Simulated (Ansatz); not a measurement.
CuMe2 (C2H6Cu). Total charge 0; doublet. Geometry r2SCAN-D4/def2-TZVP; atoms count from 1.

```xyz
9

Cu    0.000    0.000    0.000
C    -0.570    1.842   -0.015
H    -1.495    1.961    0.559
H    -0.752    2.178   -1.041
H     0.198    2.485    0.429
C     0.570   -1.842    0.015
H     0.828   -2.155    1.032
H     1.450   -1.976   -0.623
H    -0.229   -2.493   -0.356
```

(1) Estimate the Mulliken populations from the PBE0/def2-TZVP orbitals of Ansatz.

(2) Where does the spin sit?

(3) And the Mayer bond orders between heavy atoms (over 0.3)?

Results:

(1) 
```tsv
atom	charge (e)	spin (α − β)	d electrons
Cu1	0.26	1.00	9.40
C2	-0.52	0.02	–
H3	0.13	-0.01	–
H4	0.13	-0.01	–
H5	0.13	-0.01	–
C6	-0.52	0.02	–
H7	0.13	-0.01	–
H8	0.13	-0.01	–
H9	0.13	-0.01	–
```
Mulliken values depend strongly on the basis.

(2) Summed by element: Cu 1.00, C 0.04, H -0.03, of 1 unpaired in all. Largest on single atoms: Cu1 1.00, C2 0.02, C6 0.02.

(3) Cu1–C2 0.77 (1.93 Å); Cu1–C6 0.77 (1.93 Å).
